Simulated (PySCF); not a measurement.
# What a mistake does to a calculation on H3O2Si2 cation

All numbers below are calculated, not measured. They come from PySCF 2.14.0, an open-source quantum chemistry program, on an isolated molecule that a program drew, which may never have been made. The molecule is H3O2Si2 cation (charge +1, singlet), drawn as the SMILES string `O=[SiH]O[SiH2+]`.

Each row is a Hartree-Fock (HF) and frozen-core CCSD(T) single point in the cc-pV(D+d)Z basis, meant for a local HF minimum. Run 1 is clean. Each other run has one planted mistake out of seven kinds, and not every kind appears here: one electron removed, one electron added, multiplicity raised by two, geometry at a saddle point, minimal basis STO-3G, one bond length entered in bohr, all coordinates scaled. The reference is restricted for singlets and unrestricted otherwise, and also for a bond in bohr. Adding or removing an electron swaps singlet and doublet. Electrons count all cores. HOMO and LUMO are orbital energies over both spins, the gradient is its largest component, and the lowest frequency (negative if imaginary) is given only where the gradient is small. Bond lengths are over the 6 bonds as drawn. T1 is the CCSD diagnostic: over 0.02 (restricted) or 0.045 (unrestricted) a single reference is doubtful.

Geometry of the clean run:
```xyz
7
H3O2Si2 cation, angstrom
O    -0.3243   -1.3171   -2.7705
Si    1.0787   -1.6003   -2.3843
O     1.4183   -1.5203   -0.7242
Si    0.6722   -1.1318    0.6061
H     2.3228   -1.9468   -3.0447
H     1.3344   -1.5110    1.8444
H    -0.5928   -0.4132    0.5469
```

| run | electrons | basis functions | <S^2> | HOMO (eV) | LUMO (eV) | gradient (hartree/bohr) | lowest frequency (cm^-1) | mean bond (Å) | longest bond (Å) | T1 | HF (hartree) | CCSD(T) (hartree) | mistake |
|---|---|---|---|---|---|---|---|---|---|---|---|---|---|
| 1 | 46 | 89 | 0.000 | -16.97 | -5.41 | 2.2e-06 | 27 | 1.5190 | 1.696 | 0.0221 | -729.12708 | -729.70458 | no fault |
| 2 | 46 | 89 | 0.990 | -15.86 | -6.63 | 1.5e-02 | - | 1.7524 | 2.974 | 0.0307 | -728.96811 | -729.50611 | one bond length entered in bohr |
| 3 | 45 | 89 | 0.756 | -24.67 | -11.67 | 1.7e-01 | - | 1.5190 | 1.696 | 0.0191 | -728.61765 | -729.13265 | one electron removed |
| 4 | 46 | 89 | 2.026 | -11.19 | -7.14 | 1.8e-01 | - | 1.5190 | 1.696 | 0.0417 | -729.00367 | -729.54323 | ? |

**Which mistake was planted in run 4, and what did it cost?**

Electrons, basis and geometry are unchanged, and <S^2> is 2.026, beside S(S+1) = 2.00 for a multiplicity of 3. So the mistake is: multiplicity raised by two. Subtracting run 1 and multiplying by 627.51 kcal/mol a hartree, the energy moved by 77.4 kcal/mol in HF and 101.2 kcal/mol in CCSD(T).

Cautions from the logs. Run 1: T1 is over the limit, so its CCSD(T) energy is less reliable.
